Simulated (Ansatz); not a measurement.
Compare A (`O[C]1([AlH2])CC1`) with its isomer B (`C=[CH][Al]([CH3])[OH]`).

Program: Ansatz. Geometries: PBE0-D4/def2-TZVP. ΔE: electronic, gas phase. CCSD(T)/CBS is the MP2 limit (def2-TZVPP, def2-QZVPP) plus CCSD(T) − MP2 in def2-TZVPP, frozen cores. Functionals use def2-TZVPP. B3LYP here is the variant with VWN-RPA as its local correlation; programs differ in this. One conformer a species, not always the lowest.

A:

```xyz
12

O     1.4382    1.0438    0.2047
C     0.2775    0.2640   -0.0241
Al   -0.8418    0.6827   -1.5597
C    -0.3975   -0.1070    1.2754
C     0.3438   -1.1537    0.5265
H     2.0646    0.8628   -0.5003
H    -2.2659   -0.0169   -1.6589
H    -0.3197    1.6691   -2.6901
H     0.0781    0.3000    2.1595
H    -1.4795   -0.1527    1.3176
H     1.3114   -1.4470    0.9162
H    -0.2092   -1.9452    0.0330
```

B:

Z-matrix (Å, degrees):
```
C
Al 1 1.944
H 1 1.092 2 111.2
H 1 1.094 2 111.7 3 120.6
H 1 1.095 2 111.4 3 -120.2
C 2 1.944 1 121.7 3 -176.1
O 2 1.702 1 117.3 3 4.0
C 6 1.336 2 119.9 1 -0.5
H 6 1.091 2 123.7 1 179.7
H 7 0.955 2 123.6 1 179.6
H 8 1.089 6 121.8 2 0.1
H 8 1.089 6 123.1 2 -179.9
```

(1) Which isomer does CCSD(T)/CBS put lower? Give the gap. (Estimate.)

(2) Give E(B) − E(A) in kJ/mol with PBE0-D4, B3LYP, PBE-D4, HF/def2-TZVPP, ωB97M-V, CCSD/def2-TZVPP, r2SCAN-D4. (An estimate is asked.)

Largest T1 diagnostic: 0.012.

Results:

(1) Computed: B, by 310.5 kJ/mol.

(2) The calculation gave: PBE0-D4 -280.7, B3LYP -312.5, PBE-D4 -281.7, HF/def2-TZVPP -316.7, ωB97M-V -297.4, CCSD/def2-TZVPP -307.4, r2SCAN-D4 -299.6. None reverses the order clearly.

In def2-TZVPP, CCSD(T) changes the Hartree–Fock value by +9.9 kJ/mol (the triples alone add +0.6 kJ/mol) and MP2 by +11.1 kJ/mol. The D4 term adds +3.3 kJ/mol with B3LYP and +1.4 kJ/mol with PBE0; it sums over pairs of atoms, weighted by their polarisabilities, and B3LYP, whose exchange is more repulsive, gets the larger term.
